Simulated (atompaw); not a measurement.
## An all-electron radial function and its pseudo partner (carbon)

Columns: radius, all-electron u(r) and pseudo u(r) of the 2s shell (level -13.64 eV) of carbon in the configuration [He] 2s2 2p2; LDA (PW92), scalar-relativistic, PAW (atompaw) scheme, atompaw 4.2.0.5.

| r (bohr) | all-electron | pseudo |
| --- | --- | --- |
| 0.071 | -0.2859 | 0.0916 |
| 0.142 | -0.3521 | 0.1820 |
| 0.213 | -0.2995 | 0.2699 |
| 0.285 | -0.1849 | 0.3553 |
| 0.356 | -0.0463 | 0.4349 |
| 0.427 | 0.0973 | 0.5089 |
| 0.498 | 0.2344 | 0.5764 |
| 0.569 | 0.3589 | 0.6369 |
| 0.640 | 0.4677 | 0.6898 |
| 0.712 | 0.5611 | 0.7355 |
| 0.783 | 0.6367 | 0.7725 |
| 0.854 | 0.6969 | 0.8016 |
| 0.925 | 0.7429 | 0.8230 |
| 0.996 | 0.7763 | 0.8370 |
| 1.067 | 0.7985 | 0.8441 |
| 1.138 | 0.8110 | 0.8450 |
| 1.210 | 0.8154 | 0.8401 |
| 1.281 | 0.8126 | 0.8303 |
| 1.352 | 0.8042 | 0.8164 |
| 1.423 | 0.7910 | 0.7990 |
| 1.494 | 0.7740 | 0.7789 |
| 1.565 | 0.7540 | 0.7567 |
| 1.637 | 0.7314 | 0.7326 |
| 1.708 | 0.7073 | 0.7077 |
| 1.779 | 0.6820 | 0.6821 |
| 1.850 | 0.6559 | 0.6559 |

Q: How many radial nodes do the two functions have?

A: The all-electron 2s function has n − l − 1 = 1; the pseudo-wave has 0, since the states of the same l below it are removed with the core.

Q: Where does each function peak?

A: Outermost all-electron maximum near 1.21 bohr, pseudo maximum near 1.14 bohr (to the table’s step).

Q: Is the pseudo-wave norm-conserving?

A: No, it belongs to a PAW set: the norm inside the radius is not constrained, and the difference is carried by the augmentation charge.
